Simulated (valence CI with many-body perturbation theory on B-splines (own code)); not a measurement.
## Energy levels of Ir LXII

Method: relativistic CI+MBPT: six valence electrons over a frozen Dirac-Fock core [Ne], a basis of 9 s, 9 p, 8 d, 6 f, 3 g, 1 h functions for each j, with the one-electron correlation potential Σ1 (screened to all orders), the two-electron term Σ2, the three-electron term Σ3, Breit, model QED; selected single and double excitations, second order for the rest, scaled by the run's own slope (own B-spline code, finite nucleus).

No measured spectrum was set against this ion. As an estimate, large intervals hold to a few tenths of a per cent, small ones and those within an open d or f shell to about a per cent. Among the levels kept, up to 950 cm⁻¹ of a level comes from second order outside the variational space, and about a tenth of that is noise between levels of different J, which matters for small intervals.

Levels 1 to 41 of 41, with energies above the lowest level, (3s^2 3p1/2^2 3p3/2^2) J=2. "Leading %" is the weight of the configuration and term that name the level; weights of strongly mixed levels are sums over their largest components and can fall short, so below about 35 % the name and the second component can differ from the true leading terms, or belong to a minority configuration. In the jj column 3d3/2^4 stands for four electrons in 3d with j = 3/2. Lifetimes count E1, E2, E3, M1 and M2 decay at the calculated energies, and are blank where another channel may lead or the interval is too uncertain; long ones can be off by a factor of two.

```tsv
No.	Configuration	Term	J	E (× 10³ cm⁻¹)	Leading %	g	Lifetime	Leading jj
1	3s²3p⁴	³P	2	0.00	68	1.328		3s^2 3p1/2^2 3p3/2^2 (99 %)
2	3s²3p⁴	¹S	0	168.10	64		64.9 ms	3s^2 3p1/2^2 3p3/2^2 (99 %)
3	3s²3p³3d	³D°	2	1993.6	32	1.042	99.4 ps	3s^2 3p1/2^2 3p3/2 3d3/2 (99 %)
4	3s²3p³3d	³D°	1	2067.1	33	1.097	44.1 ps	3s^2 3p1/2^2 3p3/2 3d3/2 (99 %)
5	3s²3p³3d	³P°	0	2068.9	62		194 ms	3s^2 3p1/2^2 3p3/2 3d3/2 (99 %)
6	3s²3p³3d	³F°	3	2070.6	28	1.081	452 ps	3s^2 3p1/2^2 3p3/2 3d3/2 (98 %)
7	3s²3p³3d	³F°	4	2807.4	50	1.247	215 ns	3s^2 3p1/2^2 3p3/2 3d5/2 (99 %)
8	3s²3p³3d	³D°	2	2867.7	33	1.229	5.40 ps	3s^2 3p1/2^2 3p3/2 3d5/2 (98 %)
9	3s²3p³3d	³D°	3	3025.8	43	1.202	1.60 ps	3s^2 3p1/2^2 3p3/2 3d5/2 (97 %)
10	3s²3p³3d	³D°	1	3123.0	34	1.053	2.53 ps	3s^2 3p1/2^2 3p3/2 3d5/2 (98 %)
11	3s²3p⁴	³P	1	3396.7	99	1.488	1.17 ns	3s^2 3p1/2 3p3/2^3 (99 %)
12	3s²3p⁴	¹D	2	3477.0	68	1.143	1.64 ns	3s^2 3p1/2 3p3/2^3 (99 %)
13	3s²3p²3d²	³F	2	4072.7	40	0.754	31.0 ps	3s^2 3p1/2^2 3d3/2^2 (99 %)
14	3s²3p²3d²	³P	0	4280.9	58		22.0 ps	3s^2 3p1/2^2 3d3/2^2 (98 %)
15	3s²3p²3d²	³F	3	4924.3	32	1.071	3.17 ps	3s^2 3p1/2^2 3d3/2 3d5/2 (98 %)
16	3s3p⁵	³P°	2	4976.7	86	1.467	849 fs	3s 3p1/2^2 3p3/2^3 (86 %)
17	3s²3p²3d²	³P	2	5018.4	23	1.169	2.80 ps	3s^2 3p1/2^2 3d3/2 3d5/2 (98 %)
18	3s²3p²3d²	¹G	4	5060.3	25	1.057	2.53 ps	3s^2 3p1/2^2 3d3/2 3d5/2 (98 %)
19	3s²3p²3d²	³P	1	5060.6	37	1.505	2.63 ps	3s^2 3p1/2^2 3d3/2 3d5/2 (98 %)
20	3s3p⁵	¹P°	1	5148.5	36	1.187	763 fs	3s 3p1/2^2 3p3/2^3 (59 %)
21	3s²3p³3d	³F°	2	5307.4	44	1.025	99.0 ps	3s^2 3p1/2 3p3/2^2 3d3/2 (98 %)
22	3s²3p³3d	⁵D°	0	5320.2	54		59.6 ps	3s^2 3p1/2 3p3/2^2 3d3/2 (98 %)
23	3s²3p³3d	³D°	1	5332.7	42	0.992	1.91 ps	3s^2 3p1/2 3p3/2^2 3d3/2 (86 %)
24	3s²3p³3d	³G°	3	5375.4	35	1.066	15.1 ps	3s^2 3p1/2 3p3/2^2 3d3/2 (98 %)
25	3s²3p³3d	³G°	4	5442.3	50	1.040	7.90 ns	3s^2 3p1/2 3p3/2^2 3d3/2 (99 %)
26	3s²3p³3d	³F°	2	5557.2	65	0.808	2.96 ps	3s^2 3p1/2 3p3/2^2 3d3/2 (97 %)
27	3s²3p³3d	³D°	3	5674.6	38	1.167	258 fs	3s^2 3p1/2 3p3/2^2 3d3/2 (97 %)
28	3s²3p³3d	³D°	2	5737.8	29	1.243	178 fs	3s^2 3p1/2 3p3/2^2 3d3/2 (89 %)
29	3s²3p³3d	³S°	1	5788.0	36	1.473	157 fs	3s^2 3p1/2 3p3/2^2 3d3/2 (85 %)
30	3s²3p²3d²	³F	4	5852.2	29	1.173	1.66 ps	3s^2 3p1/2^2 3d5/2^2 (97 %)
31	3s²3p³3d	³D°	1	5895.6	38	0.906	143 fs	3s^2 3p1/2 3p3/2^2 3d3/2 (85 %)
32	3s²3p²3d²	³P	2	5931.7	21	1.203	1.41 ps	3s^2 3p1/2^2 3d5/2^2 (98 %)
33	3s²3p³3d	³D°	3	6086.2	53	1.306	83.2 ps	3s^2 3p1/2 3p3/2^2 3d5/2 (99 %)
34	3s²3p³3d	⁵D°	4	6087.8	53	1.293	1.54 ns	3s^2 3p1/2 3p3/2^2 3d5/2 (99 %)
35	3s²3p²3d²	³P	0	6153.6	61		1.27 ps	3s^2 3p1/2^2 3d5/2^2 (96 %)
36	3s²3p³3d	³F°	4	6194.1	72	1.173	4.30 ns	3s^2 3p1/2 3p3/2^2 3d5/2 (99 %)
37	3s²3p³3d	³G°	5	6219.9	99	1.186	4.95 ns	3s^2 3p1/2 3p3/2^2 3d5/2 (99 %)
38	3s²3p³3d	³D°	1	6224.2	46	0.892	7.09 ps	3s^2 3p1/2 3p3/2^2 3d5/2 (97 %)
39	3s²3p³3d	¹S°	0	6243.5	53		8.66 ps	3s^2 3p1/2 3p3/2^2 3d5/2 (98 %)
40	3s²3p³3d	³D°	2	6377.5	46	1.273	35.8 ps	3s^2 3p1/2 3p3/2^2 3d5/2 (99 %)
41	3s²3p³3d	¹F°	3	6435.8	36	1.111	433 ps	3s^2 3p1/2 3p3/2^2 3d5/2 (99 %)
```

The ionisation energy to 3s²3p³ ²P°3/2 of the next ion comes out as 6582.6 eV (NIST: 6580 ± 12 eV (theoretical)). All 41 levels together are meant to be complete up to 6442.1 × 10³ cm⁻¹.
